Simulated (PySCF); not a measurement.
## UHF on Sb⁺ (antimony, charge +1)

Configuration: [Kr] 4d10 5s2 5p2, high-spin 3P determinant. All numbers are calculated (PySCF 2.14, a scalar-relativistic core potential, in cc-pVTZ-PP with ECP28MDF).

* Total energy: -238.961838 hartree
* One-electron energy: -412.4559 hartree
* Hartree (Coulomb) energy: 191.7120 hartree
* Exchange energy: -18.2179 hartree
* ⟨S²⟩: 2.0099
* ⟨L²⟩: 2.027
* Sum of ⟨r⟩: 26.94 bohr
* Sum of ⟨r²⟩: 46.31 bohr²
* Traceless quadrupole moment −½Σ⟨3z² − r²⟩ along its main axis: 3.36 e·bohr²
* Time after the integrals: 0.14 s of wall time on 1 thread of Neoverse-V1 (shared host)

```csv
shell,electrons,mean orbital energy (hartree),spread (hartree),"rms radius, mean of both spins (bohr)"
4s α,1,-6.84531,0,0.849
4s β,1,-6.83488,0,0.849
4p α,3,-4.91179,0.00560,0.917
4p β,3,-4.90132,0.02212,0.917
4d α,5,-1.93897,0.01516,1.10
4d β,5,-1.92931,0.02481,1.10
5s α,1,-0.98207,0,2.36
5s β,1,-0.82001,0,2.36
5p α,2,-0.60239,0,2.87
```

Energies and moments cover only the electrons outside the core potential.
